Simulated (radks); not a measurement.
The numbers below are computed, except where a source is named.
How relativity changes the ionisation of neutral potassium ([Ar] 4s1) to K+ ([Ar]). Spin-unpolarised spherical Kohn-Sham, PBE, point nucleus unless stated (finite: rms radius 3.4349 fm), a radial shooting solver on a logarithmic mesh with Libxc functionals. A level marked "c x" has the speed of light scaled by that factor.

level                        E(K) (hartree)  E(K+) (hartree)  IE (eV)   HOMO  <r> HOMO (bohr)
non-rel.                         -599.70485       -599.54697    4.296     4s            5.026
scalar-rel.                      -602.08677       -601.92825    4.314     4s            5.007
scalar-rel., finite nucleus      -602.08590       -601.92737    4.314     4s            5.007
Dirac                            -602.08996       -601.93144    4.314  4s1/2            5.007
Dirac, finite nucleus            -602.08908       -601.93056    4.314  4s1/2            5.007
Dirac, c x 0.85                  -603.01814       -602.85936    4.320  4s1/2            4.999
Dirac, c x 1.5                   -600.75934       -600.60118    4.304  4s1/2            5.018
Dirac, c x 100                   -599.70509       -599.54720    4.296  4s1/2            5.026

NIST Atomic Spectra Database: 4.341 eV (measured). The relativistic part of the total energy of K is -2.384 hartree (Dirac, finite nucleus), 0.4 % of the non-relativistic value. Spin polarisation and multiplet splitting of open shells are left out at every level.

Beside tabulated values, note that spin-unpolarised runs miss the spin-polarisation part of the exchange energy of open shells.
